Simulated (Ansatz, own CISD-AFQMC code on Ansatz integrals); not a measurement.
CH8Si2, SMILES `[SiH3]C[SiH3]` (charge 0, multiplicity 1).

Cartesian coordinates (Å):
SMILES: [SiH3]C[SiH3]
```xyz
11

Si     1.5576    -0.1793     0.2656
C      0.0228     0.6822    -0.3721
Si    -1.5717    -0.2396    -0.0371
H      1.4668    -0.3625     1.7388
H      2.7813     0.6113    -0.0372
H      1.6927    -1.5187    -0.3670
H      0.1244     0.8318    -1.4522
H     -0.0405     1.6755     0.0846
H     -1.7578    -0.4246     1.4269
H     -1.5319    -1.5808    -0.6789
H     -2.7439     0.5048    -0.5716
```
Charge 0, spin multiplicity 1.

Frozen-core energies in cc-pVDZ from Ansatz (a first-principles code) at a geometry from PBE0-D3(BJ)/def2-TZVP; the HF reference has <S^2> = 0.00 and the T1 diagnostic is 0.010.

```csv
level,energy (Ha)
HF,-620.38467
MP2,-620.74376
CCSD,-620.80522
CCSD(T),-620.81591
```

### Question
Estimate the energies of CCSDT, phaseless AFQMC, CISD trial (own CISD-AFQMC code on Ansatz integrals; ±0.33 mHa) and CCSDT(Q), and give each level's difference from CCSDT(Q).

### Answer

```tsv
level	energy (Ha)	difference from CCSDT(Q) (mHa)
MP2	-620.74376	73.95
CCSD	-620.80522	12.49
CCSD(T)	-620.81591	1.80
CCSDT	-620.81719	0.52
phaseless AFQMC, CISD trial (own CISD-AFQMC code on Ansatz integrals; ±0.33 mHa)	-620.81796	-0.25
CCSDT(Q)	-620.81771	0.00
```
